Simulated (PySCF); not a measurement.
## What PySCF settings do for Cs

Base input, run as `python input.py` with PySCF 2.14:

```python
from pyscf import gto, scf

mol = gto.M(
    atom='Cs 0 0 0',
    basis='x2c-tzvpall',
    charge=0,
    spin=1,
    symmetry=True,
    verbose=3,
)
mf = scf.UHF(mol)
mf = mf.sfx2c1e()
mf.kernel()
mf.dip_moment()
print('orbital energies (hartree):', [e[max(0, n-3):n+3].round(4) for e, n in zip(mf.mo_energy, mol.nelec)])
```

Base result: E(SCF) = -7783.327426 Eh, ⟨S²⟩ = 0.751. No search for the lowest solution was made.

Wall time 3.6 s on one thread of a shared host.

Each row names what differs from the base; energies in brackets are changes from the base.

| change | result |
| --- | --- |
| initial guess: minao → chk (no such guess here, so PySCF falls back to its default) | E(SCF) = -7783.327426 Eh (+0.0000 eV), ⟨S²⟩ = 0.751 |
| electric field along z (a.u.): none → 0.2; point-group symmetry: on → off [unsound on purpose] [may be another electronic state] | E(SCF) = -7785.656647 Eh (-63.3813 eV), ⟨S²⟩ = 0.758 |
| step after the SCF: none → stability; point-group symmetry: on → off | E(SCF) = -7783.327426 Eh (+0.0000 eV), ⟨S²⟩ = 0.751, internal stable; real -> complex stable; UHF/UKS -> GHF/GKS stable |
| basis set: x2c-tzvpall → sbkjc; core potential: off → on; spin-free X2C: on → off | E(SCF) = -0.127258 Eh, ⟨S²⟩ = 0.750 |
| spin-free X2C: on → off [unsound on purpose] | E(SCF) = -7453.657900 Eh, ⟨S²⟩ = 0.750 |
| step after the SCF: none → mp2; frozen orbitals: default → 18 | E(SCF) = -7783.327426 Eh (+0.0000 eV), E(MP2) − E(SCF) = -0.28505 Eh, ⟨S²⟩ = 0.751 |
| basis set: x2c-tzvpall → sapporo-dkh3-dzp-2012 | E(SCF) = -7782.908147 Eh (+11.4091 eV), ⟨S²⟩ = 0.751 |
| functional: none (Hartree–Fock) → pw6b95; SCF type: UHF → UKS; step after the SCF: none → analyze | E(SCF) = -7788.826673 Eh, ⟨S²⟩ = 0.750 |
| level shift (hartree): none → 5 [unsound on purpose] | not converged: SCF |
| charge: 0 → -1; spin (2S): 1 → 0 [another spin of the ion may lie lower] [no diffuse functions for the anion] | E(SCF) = -7783.315147 Eh (+0.3341 eV) |
| spin (2S): 1 → 5 [a high spin state] | E(SCF) = -7782.343250 Eh (+26.7808 eV), ⟨S²⟩ = 8.751 |
| basis set: x2c-tzvpall → def2-tzvpp; core potential: off → on; spin-free X2C: on → off | E(SCF) = -19.855196 Eh, ⟨S²⟩ = 0.750 |
| step after the SCF: none → tdhf; number of roots: default → 3 | E(SCF) = -7783.327426 Eh (+0.0000 eV), ⟨S²⟩ = 0.751, first excitations without spin–orbit coupling 1.11, 1.11, 1.11 eV |
| Cartesian functions: off → on | E(SCF) = -7783.330878 Eh (-0.0939 eV), ⟨S²⟩ = 0.751 |
| functional: none (Hartree–Fock) → hcth407; SCF type: UHF → UKS; step after the SCF: none → analyze | E(SCF) = -7790.469578 Eh, ⟨S²⟩ = 0.751 |
| spin (2S): 1 → 2 [unsound on purpose] | stops with RuntimeError (Electron number 55 and spin 2 are not consistent) |
| basis set: x2c-tzvpall → cc-pvdz-dk | E(SCF) = -7783.036617 Eh (+7.9133 eV), ⟨S²⟩ = 0.750 |
| functional: none (Hartree–Fock) → wb97; SCF type: UHF → UKS; step after the SCF: none → analyze | E(SCF) = -7787.101301 Eh, ⟨S²⟩ = 0.751 |
